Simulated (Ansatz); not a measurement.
Basis-set series for C₂H₆Se₂ (`C[Se][Se]C`). Total charge 0; spin multiplicity 1. The structure was optimised at the PBE0-D4/def2-TZVP level. It is one conformer, not always the lowest.

```
functional       basis  functions  energy (Eh)  HOMO (eV)  LUMO (eV)
   PBE0-D4    def2-SVP        122  -4881.63792      -6.38      -0.77
   PBE0-D4  def2-QZVPP        472  -4882.42537      -6.48      -0.98
   ωB97M-V    def2-SVP        122  -4881.96941      -8.51       1.28
   ωB97M-V  def2-QZVPP        472  -4882.75828      -8.63       0.88
```

Q: Give the rows for def2-TZVPP. (Estimate.)

A: The calculation gave: 
| functional | basis | functions | energy (Eh) | HOMO (eV) | LUMO (eV) |
| --- | --- | --- | --- | --- | --- |
| PBE0-D4 | def2-TZVPP | 242 | -4882.31913 | -6.46 | -0.94 |
| ωB97M-V | def2-TZVPP | 242 | -4882.65503 | -8.61 | 0.98 |

Positive LUMOs are unbound and depend on the basis. Scalar relativity is left out up to krypton.

Results of the Gaussian-basis code of Ansatz.
